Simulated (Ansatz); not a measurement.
`[NH2][Mo](=[O])(=[O])[Cl]`. Total charge 0; spin multiplicity 1. Correlated methods include outer-core shells of Mo, which these sets cover unevenly. Mo: def2 effective core potential.

| atom | x (Å) | y (Å) | z (Å) |
| --- | --- | --- | --- |
| N1 | -0.435 | 1.058 | -0.353 |
| Mo2 | 0.255 | -0.608 | 0.285 |
| O3 | 1.667 | -0.307 | 1.131 |
| O4 | -0.892 | -1.308 | 1.283 |
| Cl5 | 0.691 | -1.987 | -1.459 |
| H6 | 0.135 | 1.881 | -0.489 |
| H7 | -1.421 | 1.272 | -0.397 |

Q: Give the diagnostics of a CCSD(T)/def2-TZVPP run (frozen core, Ansatz 0.2.0). (Estimate.)

A: Computed: T1 = 0.0242, largest single amplitude 0.070, largest double 0.051, (T) share of the correlation energy 6.0 %, 14 CCSD cycles. The RHF solution is stable towards an unrestricted one. T1 lies over the customary mark of 0.02 for closed shells; compounds of d metals often pass it without a breakdown.
